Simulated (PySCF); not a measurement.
**P (phosphorus, neutral) across methods**

[Ne] 3s1 3p4, high-spin 4P determinant (an excited configuration). Calculation: PySCF 2.14, in aug-cc-pVTZ-DK (6s5p3d2f, 50 functions); scalar relativity by spin-free X2C-1e.

```json
{"method": "PBEsol", "E (hartree)": "-341.0480", "mean ε 3s α (eV)": "-15.721", "mean ε 3p α (eV)": "-6.950", "mean ε 3p β (eV)": "-4.670", "Σ⟨r²⟩ (bohr²)": "32.00", "⟨S²⟩": "3.758"}
{"method": "UHF", "E (hartree)": "-341.23840", "mean ε 3s α (eV)": "-24.489", "mean ε 3p α (eV)": "-11.876", "mean ε 3p β (eV)": "-6.481", "Σ⟨r²⟩ (bohr²)": "33.01", "⟨S²⟩": "3.797"}
{"method": "B97-3", "E (hartree)": "-341.7416", "mean ε 3s α (eV)": "-18.044", "mean ε 3p α (eV)": "-8.200", "mean ε 3p β (eV)": "-5.519", "Σ⟨r²⟩ (bohr²)": "31.88", "⟨S²⟩": "3.761"}
{"method": "PBE0", "E (hartree)": "-341.6656", "mean ε 3s α (eV)": "-18.033", "mean ε 3p α (eV)": "-8.287", "mean ε 3p β (eV)": "-5.536", "Σ⟨r²⟩ (bohr²)": "31.83", "⟨S²⟩": "3.760"}
{"method": "wB97M-V", "E (hartree)": "-341.7540", "mean ε 3s α (eV)": "-20.278", "mean ε 3p α (eV)": "-10.187", "mean ε 3p β (eV)": "-7.566", "Σ⟨r²⟩ (bohr²)": "32.24", "⟨S²⟩": "3.757"}
{"method": "r2SCAN", "E (hartree)": "-341.7823", "mean ε 3s α (eV)": "-16.787", "mean ε 3p α (eV)": "-7.460", "mean ε 3p β (eV)": "-4.766", "Σ⟨r²⟩ (bohr²)": "31.89", "⟨S²⟩": "3.768"}
{"method": "BHandHLYP", "E (hartree)": "-341.7915", "mean ε 3s α (eV)": "-20.017", "mean ε 3p α (eV)": "-9.292", "mean ε 3p β (eV)": "-6.270", "Σ⟨r²⟩ (bohr²)": "32.00", "⟨S²⟩": "3.763"}
{"method": "LDA", "E (hartree)": "-340.5080", "mean ε 3s α (eV)": "-15.755", "mean ε 3p α (eV)": "-7.017", "mean ε 3p β (eV)": "-4.751", "Σ⟨r²⟩ (bohr²)": "32.14", "⟨S²⟩": "3.758"}
```

Estimate the same row for PBE.

E (hartree) = -341.6390; mean ε 3s α (eV) = -15.764; mean ε 3p α (eV) = -6.975; mean ε 3p β (eV) = -4.771; Σ⟨r²⟩ (bohr²) = 31.94; ⟨S²⟩ = 3.757.
